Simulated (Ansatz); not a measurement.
CH$_{4}$GeO (`O=[CH][GeH3]`). Total charge 0; spin multiplicity 1. Geometry: relaxed with PBE0-D4/def2-TZVP.

```xyz
7

O    -0.128   -1.525    1.443
C     0.139   -0.404    1.112
Ge   -0.099    0.266   -0.764
H     0.539    0.318    1.863
H     1.264    0.751   -1.284
H    -0.650   -0.867   -1.634
H    -1.065    1.462   -0.735
```

What is the dipole moment at PBE/def2-TZVPP? (An estimate is asked.)

Ansatz gave: 1.86 D, with components (0.40, 1.73, -0.56) D in this frame, pointing from negative to positive charge.

And with r2SCAN, B3LYP, ωB97M-V? (Estimate.)

The calculation gave: r2SCAN 1.98 D, B3LYP 2.08 D, ωB97M-V 2.13 D.

Give the Mulliken charges with PBE, r2SCAN, ωB97M-V in def2-TZVPP. (Best estimate.)

Computed: 
| atom | PBE | r2SCAN | ωB97M-V |
| --- | --- | --- | --- |
| O1 | -0.18 | -0.25 | -0.23 |
| C2 | 0.05 | 0.12 | 0.03 |
| Ge3 | 0.08 | 0.10 | 0.04 |
| H4 | 0.05 | 0.03 | 0.08 |
| H5 | 0.00 | -0.01 | 0.02 |
| H6 | 0.00 | 0.00 | 0.03 |
| H7 | 0.00 | -0.01 | 0.02 |

B3LYP here is the variant with VWN-RPA as its local correlation; programs differ in this.
